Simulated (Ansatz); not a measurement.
The cluster Ag₃H₄⁻. The state is a singlet with charge -1. Geometry r2SCAN-D4/def2-TZVPD; atoms count from 1.

Cartesian coordinates in Å:
```
Ag 2.437 -1.307 0.392
Ag -2.461 1.261 -0.400
Ag 0.047 0.096 0.017
H -0.939 0.827 -1.196
H -3.936 1.744 0.152
H 3.798 -2.023 -0.201
H 1.053 -0.598 1.237
```

In the def2 sets Ag takes a core potential; there is no spin–orbit coupling. The structure comes from a short search, and lower isomers may exist.

Q: Estimate the Mulliken populations from the PBE0/def2-TZVPD orbitals of Ansatz.

A: 
```csv
atom,charge (e),d electrons
Ag1,-0.49,9.81
Ag2,-0.49,9.81
Ag3,-0.35,9.84
H4,0.17,–
H5,0.00,–
H6,0.00,–
H7,0.17,–
```
Mulliken values depend strongly on the basis. With diffuse functions, as here, like atoms can get unlike values, and bond orders can come out too low or too high.

Q: And the Mayer bond orders between heavy atoms (over 0.3)?

A: Ag1–Ag3 0.48 (2.80 Å); Ag2–Ag3 0.48 (2.80 Å).
